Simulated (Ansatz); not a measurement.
`O[SiH](F)O[SiH2]F` + `C[SiH2]O` → `C[SiH2]O[SiH2]F` + `O[SiH](O)F`  (ligand exchange at the Si–O bond)

Gas-phase electronic energies from Ansatz, PBE0-D4/def2-TZVP geometries. CBS: MP2 limit from def2 TZ/QZ plus the TZ coupled-cluster correction, frozen cores. This one scheme is used for every species. Functionals use def2-TZVPP. B3LYP here is the variant with VWN-RPA as its local correlation; programs differ in this. HSE06 is defined as in plane-wave codes. One conformer a species, not always the lowest.

`O[SiH](F)O[SiH2]F`:

Z-matrix (Å, degrees):
```
Si
F 1 1.591
O 1 1.622 2 106.8
O 1 1.618 2 110.6 3 -120.9
H 1 1.465 2 109.0 3 121.1
Si 3 1.622 1 150.9 2 39.1
H 4 0.958 1 120.2 2 65.0
F 6 1.592 3 109.2 1 54.8
H 6 1.478 3 110.4 1 -63.2
H 6 1.476 3 108.4 1 172.2
```

`C[SiH2]O`:

Cartesian coordinates in Å:
```
C 0.534 0.905 0.521
Si 0.065 -0.666 -0.364
O -1.509 -1.095 -0.104
H 1.593 1.128 0.359
H 0.366 0.812 1.597
H -0.044 1.758 0.157
H 0.863 -1.809 0.142
H 0.322 -0.492 -1.824
H -2.191 -0.542 -0.484
```

`C[SiH2]O[SiH2]F`:

Cartesian coordinates in Å:
```
C -0.108 1.085 -1.599
Si 0.740 0.914 0.044
O 0.569 -0.621 0.619
Si -0.409 -1.694 1.324
F -1.742 -1.850 0.458
H 0.316 0.394 -2.331
H -1.176 0.874 -1.508
H 0.008 2.102 -1.983
H 0.161 1.862 1.034
H 2.198 1.170 -0.075
H 0.263 -3.009 1.351
H -0.822 -1.227 2.666
```

`O[SiH](O)F`:

Z-matrix (Å, degrees):
```
Si
O 1 1.619
F 1 1.595 2 111.7
O 1 1.630 2 108.7 3 118.8
H 1 1.469 2 107.5 3 -117.0
H 2 0.959 1 118.7 3 -79.5
H 4 0.958 1 118.6 2 -158.0
```

```json
{"level": "LDA (SPW92)", "ΔE (kJ/mol)": "-7.3", "difference from CCSD(T)/CBS": "-1.4"}
{"level": "PBE-D4", "ΔE (kJ/mol)": "-6.5", "difference from CCSD(T)/CBS": "-0.6"}
{"level": "revPBE-D4", "ΔE (kJ/mol)": "-6.6", "difference from CCSD(T)/CBS": "-0.7"}
{"level": "BLYP-D4", "ΔE (kJ/mol)": "-6.1", "difference from CCSD(T)/CBS": "-0.2"}
{"level": "r2SCAN-D4", "ΔE (kJ/mol)": "-6.5", "difference from CCSD(T)/CBS": "-0.6"}
{"level": "PBE0-D4", "ΔE (kJ/mol)": "-6.5", "difference from CCSD(T)/CBS": "-0.6"}
{"level": "B3LYP-D4", "ΔE (kJ/mol)": "-6.1", "difference from CCSD(T)/CBS": "-0.2"}
{"level": "r2SCANh-D4", "ΔE (kJ/mol)": "-6.5", "difference from CCSD(T)/CBS": "-0.6"}
{"level": "r2SCAN0-D4", "ΔE (kJ/mol)": "-6.4", "difference from CCSD(T)/CBS": "-0.5"}
{"level": "HSE06-D4", "ΔE (kJ/mol)": "-6.4", "difference from CCSD(T)/CBS": "-0.5"}
{"level": "CAM-B3LYP-D4", "ΔE (kJ/mol)": "-6.3", "difference from CCSD(T)/CBS": "-0.4"}
{"level": "ωB97X-V", "ΔE (kJ/mol)": "-6.4", "difference from CCSD(T)/CBS": "-0.5"}
{"level": "ωB97M-V", "ΔE (kJ/mol)": "-6.4", "difference from CCSD(T)/CBS": "-0.5"}
{"level": "B2PLYP", "ΔE (kJ/mol)": "-5.6", "difference from CCSD(T)/CBS": "0.3"}
{"level": "PBE-QIDH", "ΔE (kJ/mol)": "-6.2", "difference from CCSD(T)/CBS": "-0.3"}
{"level": "PBE", "ΔE (kJ/mol)": "-5.9", "difference from CCSD(T)/CBS": "0.0"}
{"level": "revPBE", "ΔE (kJ/mol)": "-5.2", "difference from CCSD(T)/CBS": "0.7"}
{"level": "BLYP", "ΔE (kJ/mol)": "-4.9", "difference from CCSD(T)/CBS": "1.0"}
{"level": "r2SCAN", "ΔE (kJ/mol)": "-6.3", "difference from CCSD(T)/CBS": "-0.4"}
{"level": "PBE0", "ΔE (kJ/mol)": "-5.9", "difference from CCSD(T)/CBS": "0.0"}
{"level": "B3LYP", "ΔE (kJ/mol)": "-5.2", "difference from CCSD(T)/CBS": "0.7"}
{"level": "r2SCANh", "ΔE (kJ/mol)": "-6.2", "difference from CCSD(T)/CBS": "-0.3"}
{"level": "r2SCAN0", "ΔE (kJ/mol)": "-6.2", "difference from CCSD(T)/CBS": "-0.3"}
{"level": "BHLYP", "ΔE (kJ/mol)": "-5.3", "difference from CCSD(T)/CBS": "0.6"}
{"level": "CAM-B3LYP", "ΔE (kJ/mol)": "-5.7", "difference from CCSD(T)/CBS": "0.2"}
{"level": "LC-ωPBE", "ΔE (kJ/mol)": "-6.2", "difference from CCSD(T)/CBS": "-0.3"}
{"level": "RPA@PBE/def2-TZVPP", "ΔE (kJ/mol)": "-5.4", "difference from CCSD(T)/CBS": "0.5"}
{"level": "MP2/def2-SVP", "ΔE (kJ/mol)": "-7.0", "difference from CCSD(T)/CBS": "-1.1"}
{"level": "CCSD/def2-SVP", "ΔE (kJ/mol)": "-6.5", "difference from CCSD(T)/CBS": "-0.6"}
{"level": "CCSD(T)/def2-SVP", "ΔE (kJ/mol)": "-6.6", "difference from CCSD(T)/CBS": "-0.7"}
{"level": "HF/def2-TZVPP", "ΔE (kJ/mol)": "-4.6", "difference from CCSD(T)/CBS": "1.3"}
{"level": "MP2/def2-TZVPP", "ΔE (kJ/mol)": "-6.2", "difference from CCSD(T)/CBS": "-0.3"}
{"level": "SCS-MP2/def2-TZVPP", "ΔE (kJ/mol)": "-5.8", "difference from CCSD(T)/CBS": "0.1"}
{"level": "CCSD/def2-TZVPP", "ΔE (kJ/mol)": "-5.7", "difference from CCSD(T)/CBS": "0.2"}
{"level": "CCSD(T)/def2-TZVPP", "ΔE (kJ/mol)": "-5.9", "difference from CCSD(T)/CBS": "0.0"}
{"level": "HF/def2-QZVPP", "ΔE (kJ/mol)": "-4.2", "difference from CCSD(T)/CBS": "1.7"}
{"level": "MP2/def2-QZVPP", "ΔE (kJ/mol)": "-6.1", "difference from CCSD(T)/CBS": "-0.2"}
{"level": "SCS-MP2/def2-QZVPP", "ΔE (kJ/mol)": "-5.6", "difference from CCSD(T)/CBS": "0.3"}
{"level": "HF/CBS(def2)", "ΔE (kJ/mol)": "-4.1", "difference from CCSD(T)/CBS": "1.8"}
{"level": "CCSD/CBS(def2)", "ΔE (kJ/mol)": "-5.7", "difference from CCSD(T)/CBS": "0.2"}
{"level": "CCSD(T)/CBS", "ΔE (kJ/mol)": "-5.9", "difference from CCSD(T)/CBS": "0"}
```

Largest T1 diagnostic among the species: 0.012.

Leaving LDA and LC-ωPBE aside and taking each functional with its dispersion term where it has one, the values spread over 1.0 kJ/mol, from revPBE-D4 to B2PLYP.
